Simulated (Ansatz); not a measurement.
C6H15FGeO3, SMILES `CC[O][Ge]([F])([O]CC)[O]CC`, relaxed with RKS PBE-D4/def2-SVP in Ansatz from a rough embedded geometry. The force threshold is 0.03 eV/Å; the program also tests the step.

Total charge 0; spin multiplicity 1.

Start:

```xyz
26

C     3.815    0.192   -1.331
C     2.461   -0.380   -1.223
O     1.537    0.642   -0.960
Ge   -0.169   -0.099   -0.925
F    -0.447   -1.033   -2.336
O    -1.349    1.196   -0.695
C    -2.636    0.579   -0.723
C    -3.714    1.666   -0.536
O    -0.148   -1.219    0.501
C     0.099   -0.481    1.676
C     0.059   -1.402    2.896
H     3.899    0.984   -2.141
H     4.121    0.761   -0.288
H     4.634   -0.555   -1.475
H     2.258   -0.900   -2.198
H     2.461   -1.093   -0.420
H    -2.721   -0.128    0.124
H    -2.786    0.080   -1.680
H    -3.623    2.377   -1.349
H    -3.488    2.180    0.470
H    -4.680    1.185   -0.493
H     1.067   -0.050    1.649
H    -0.720    0.349    1.850
H     0.802   -2.185    2.815
H     0.216   -0.832    3.796
H    -0.950   -1.834    2.995
```

| step | energy (eV) | largest force (eV/Å) | largest move (Å) |
| --- | --- | --- | --- |
| 1 | -71800.0383 | 2.794 | 0.000 |
| 2 | -71800.7509 | 1.202 | 0.123 |
| 3 | -71800.8688 | 0.268 | 0.200 |
| 4 | -71800.8762 | 0.408 | 0.134 |
| 5 | -71800.8968 | 0.248 | 0.200 |
| 6 | -71800.9191 | 0.143 | 0.107 |
| 7 | -71800.9270 | 0.028 | 0.071 |
| 8 | -71800.9306 | 0.044 | 0.105 |
| 9 | -71800.9317 | 0.024 | 0.040 |
| 10 | -71800.9322 | 0.014 | 0.033 |
| 11 | -71800.9324 | 0.016 | 0.038 |

End:

```xyz
26

C     3.781    0.522   -1.361
C     2.582   -0.404   -1.302
O     1.392    0.402   -1.277
Ge   -0.154   -0.386   -0.932
F    -0.511   -1.616   -2.121
O    -1.357    0.910   -0.978
C    -2.734    0.579   -0.737
C    -3.508    1.871   -0.558
O    -0.158   -1.295    0.601
C     0.093   -0.569    1.814
C    -0.046   -1.529    2.981
H     3.729    1.167   -2.261
H     3.813    1.181   -0.469
H     4.723   -0.062   -1.401
H     2.566   -1.080   -2.188
H     2.634   -1.055   -0.397
H    -2.831   -0.064    0.170
H    -3.140   -0.006   -1.595
H    -3.412    2.509   -1.460
H    -3.122    2.444    0.309
H    -4.584    1.661   -0.391
H     1.115   -0.123    1.797
H    -0.625    0.278    1.919
H     0.676   -2.365    2.885
H     0.145   -1.008    3.940
H    -1.067   -1.960    3.012
```

Run time 18 s (11 threads of an AMD EPYC 7R13 on a shared host and a whole NVIDIA H100 80 GB); peak host memory 0.92 GiB.
